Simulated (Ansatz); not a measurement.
Two spin states of PH+, each at its own minimum; 2S+1 = 2, 4 were tried, and our sources give no spin for the ground state.

Each state is the lowest solution found for its spin in def2 and cc sets.

Cores are frozen in the correlated methods.

Codes used: Ansatz (Gaussian orbitals). Each number belongs to the level named beside it.

The comparison value is 37.26 kcal/mol (CCSD(T)/def2-TZVPP). It is a level with limits of its own, not the exact answer.

Q: Order these levels by how close they come to the comparison value for the energy of the multiplicity-4 state above the multiplicity-2 state, closest first: PBE0/def2-TZVPP, wB97X-V/def2-TZVPP, PBE/def2-TZVPP, CCSD/def2-TZVPP. Give each level's value less the comparison value.

A: CCSD/def2-TZVPP (0.16 kcal/mol), PBE/def2-TZVPP (-1.43 kcal/mol), PBE0/def2-TZVPP (-2.15 kcal/mol), wB97X-V/def2-TZVPP (5.78 kcal/mol)

Ansatz is an electronic-structure program.
